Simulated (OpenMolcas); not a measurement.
Ti2+ among 6 point charges of -2.2 e arranged as an octahedron (Oh), 2.16 Å from the ion.

```
Program             : OpenMolcas 26.06
Method              : SS-CASPT2, IPEA 0.25 Eh, imaginary shift 0.1 Eh (closed shells correlated: 3s 3p)
Basis               : ANO-RCC-VDZP [5s4p2d1f]
Scalar Hamiltonian  : DKH2, point nucleus
Active space        : 2 electrons in 5 orbitals (3d)
State averaging     : 2S+1 = 3 even, 10 roots; 2S+1 = 1 even, 15 roots
Spin-orbit coupling : RASSI with atomic mean-field integrals over the reference wave functions
```

Q: What is the spin-free ground state (labels of O, the rotations of Oh)?

A: 3T1, 3-fold in its orbital part, 95 % from free-ion F terms; it has the highest spin that d2 allows.

Q: Where is the first state of the same spin?

A: 3T2 at 9730 cm-1 above the ground state.

Q: What are the lowest two levels with spin-orbit coupling?

A: A 2-fold level E, then a 3-fold level T2 3 cm-1 above it. Their leading multiplicities are 3 (100 %) and 3 (100 %).

Q: What is χT at 300 K, and how does it compare with the textbook value?

A: The lowest level has 2S+1 = 3, for which the spin-only value is χT = S(S+1) / 2 = 1.000 cm3 K/mol (g = 2). The computed 1.151 at 300 K differs by +0.151, through orbital momentum, spin-orbit coupling and any other state in reach. With a threefold ground state the orbital momentum is unquenched, so the spin-only value is not expected to hold.

Roots that are degenerate in the reference are averaged as groups; the widest CASPT2 spread within a group is 650 cm-1 (the 3-fold group of multiplicity 1 near 20600 cm-1 above the lowest state of its run). Shifts and gaps below about the spread of the groups concerned are not significant. An orbital triplet at a regular site is open to Jahn-Teller coupling, which can distort the site and quench the lowest spin-orbit gaps and is left out. Free-ion shares, where given, are those of the reference states; single-state CASPT2 does not remix them. Point charges carry no covalency, so the field is a model and not that of real ligands. No measured value stands beside these numbers.
